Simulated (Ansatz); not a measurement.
Species: CrH (charge 0, sextet). SMILES: [CrH]
Geometry from a B3LYP-D3(BJ)/def2-TZVP (Ansatz, a quantum-chemistry and plane-wave program) optimisation:
```xyz
2

Cr     0.0000     0.0000    -0.0665
H      0.0000     0.0000     1.5960
```
Charge 0, spin multiplicity 6.

Quantity: vertical electron affinity to the septet, in eV. Terms: UHF or UKS for open shells; valence correlation only (noble-gas shells and the d and f shells of earlier blocks); LANL2DZ with its own core potentials from Na on; each state is the SCF solution reached for its charge and spin; 6-31G* and kin with 6d, 5d where marked; no spin-orbit coupling; non-relativistic. First-principles rows: single points at B3LYP-D3(BJ) geometries (Ansatz). A UHF reference is markedly spin-contaminated in at least one set, which strains HF and MP2. The spin state of an ion or metal species was assumed, not searched.

```
level                              program  vertical electron affinity to the septet (eV)
---------------------------------  -------  ---------------------------------------------
HF/6-31G*                           Ansatz                                          -0.66
HF/6-31G* with LANL2DZ past Ar      Ansatz                                          -0.14
PBE/6-31G*                          Ansatz                                          -0.37
PBE/6-31G* with LANL2DZ past Ar     Ansatz                                           0.16
B3LYP/STO-3G                        Ansatz                                          -6.88
B3LYP/3-21G                         Ansatz                                          -0.53
B3LYP/6-31G*                        Ansatz                                          -0.41
B3LYP/6-31G* with LANL2DZ past Ar   Ansatz                                           0.15
MP2/6-31G*                          Ansatz                                          -0.70
MP2/6-31G* with LANL2DZ past Ar     Ansatz                                          -0.06
PBE0/def2-TZVPD                     Ansatz                                           0.28
wB97X-V/def2-TZVPD                  Ansatz                                           0.19
```

No value to compare with is used here. The 10 habitual levels span -6.88 (B3LYP/STO-3G) to 0.16 eV (PBE/6-31G* with LANL2DZ past Ar); wB97X-V/def2-TZVPD gives 0.19.

The levels are drawn from those run, B3LYP/6-31G* more often than the rest, none by its result; left out are runs that failed, that the program found above a lower state of the same kind, or whose <S^2> lies over 0.5 above the pure value.
